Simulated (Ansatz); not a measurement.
SbTe2. Charge 0, multiplicity 2. Geometry PBE0-D4/def2-SVP, that of the charge +1 singlet; atoms count from 1.

```xyz
3

Sb   -1.3029    0.0203    0.7334
Te   -0.0406   -0.3139   -1.5878
Te    1.3435    0.2936    0.8544
```

In the def2 sets Sb, Te take a core potential; there is no spin–orbit coupling. The structure comes from a short search, and lower isomers may exist.

(1) Estimate the Mulliken populations from the PBE0/def2-TZVP orbitals of Ansatz.

(2) Where does the spin sit?

(3) And the Mayer bond orders between heavy atoms (over 0.3)?

## Answers

(1) 
| atom | charge (e) | spin (α − β) |
| --- | --- | --- |
| Sb1 | 0.21 | 0.90 |
| Te2 | -0.11 | 0.05 |
| Te3 | -0.11 | 0.05 |
Mulliken values depend strongly on the basis.

(2) Summed by element: Sb 0.90, Te 0.10, of 1 unpaired in all. Largest on single atoms: Sb1 0.90, Te2 0.05, Te3 0.05.

(3) Sb1–Te2 1.17 (2.66 Å); Sb1–Te3 1.17 (2.66 Å); Te2–Te3 1.06 (2.87 Å).
